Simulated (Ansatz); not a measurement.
Geometry optimisation, Ansatz, RKS B3LYP-D4/6-31G*.

The input (input.yaml):

```yaml
crystal:
  periodic: [false, false, false]
  atoms:
    - { symbol: B, position_ang: [0.0, 0.0, 0.0] }
    - { symbol: H, position_ang: [0.0, 0.0, 1.54] }
    - { symbol: "N", position_ang: [1.3423, 0.0, -0.775] }
    - { symbol: H, position_ang: [1.8089, -0.9179, -1.0268] }
    - { symbol: H, position_ang: [1.7937, 0.9179, -1.0532] }
    - { symbol: "N", position_ang: [-1.3423, 0.0, -0.775] }
    - { symbol: H, position_ang: [-2.0112, -0.8164, -0.6764] }
    - { symbol: H, position_ang: [-1.5914, 0.8164, -1.4036] }
    - { symbol: O, position_ang: [-0.2139, 1.6086, 0.5392] }
    - { symbol: H, position_ang: [-1.1525, 1.9139, 0.3252] }
    - { symbol: H, position_ang: [-0.1135, 0.8538, 1.537] }
basis:
  gaussian: { orbitals: "6-31G*" }
hamiltonian:
  xc: b3lyp
  dispersion: d4
relax:
  f_tol: 0.15
  max_steps: 25
  restrain:
    - { distance: [0, 8], at: 2.61, k: 30.0 }
    - { distance: [10, 1], at: 1.86, k: 30.0 }
    - { distance: [0, 1], at: 1.19, k: 30.0 }
    - { distance: [10, 8], at: 1.01, k: 30.0 }
```

Command:

```bash
$ ansatz run input.yaml --threads 1 --pin off --max-ram 2048MiB --backend cpu --events-out ev --progress --plain --runs-dir out
```

Problem. Where does it end, and by what steps?

Solution. It converged. The restraints hold the end off the free minimum. After 12 steps the energy has fallen by 4.473 eV (the restraints' own energy left out); H4 moved furthest, 1.05 Å. Parted: B1–O9 (1.71 → 2.62 Å). Joined: B1–H2 (1.54 → 1.19 Å).

```csv
step,energy less start (eV),largest force component (eV/Å),accepted
0,0.0000,4.341,yes
1,-0.9716,2.991,yes
2,-1.8581,3.215,yes
3,-2.5679,3.069,yes
4,-3.2257,1.498,yes
5,-3.5763,1.441,yes
6,-3.9188,1.444,yes
7,-4.1378,1.397,yes
8,-4.2881,1.230,yes
9,-4.4208,1.058,yes
10,-4.4598,0.971,yes
11,-4.4491,0.857,no
12,-4.4729,0.900,yes
```

```xyz
11
Properties=species:S:1:pos:R:3
B -0.005 -0.192 -0.181
H -0.015 -0.590 0.946
N 1.231 -0.098 -0.857
H 2.096 -0.180 -0.343
H 1.343 0.360 -1.751
N -1.260 0.092 -0.804
H -2.118 -0.253 -0.398
H -1.343 0.249 -1.800
O -0.251 1.998 1.244
H -0.870 1.882 0.503
H -0.287 1.109 1.671
```

Time of the run: 41 s on 1 thread of Arm Neoverse V1, on a shared host, peak memory 0.17 GiB.
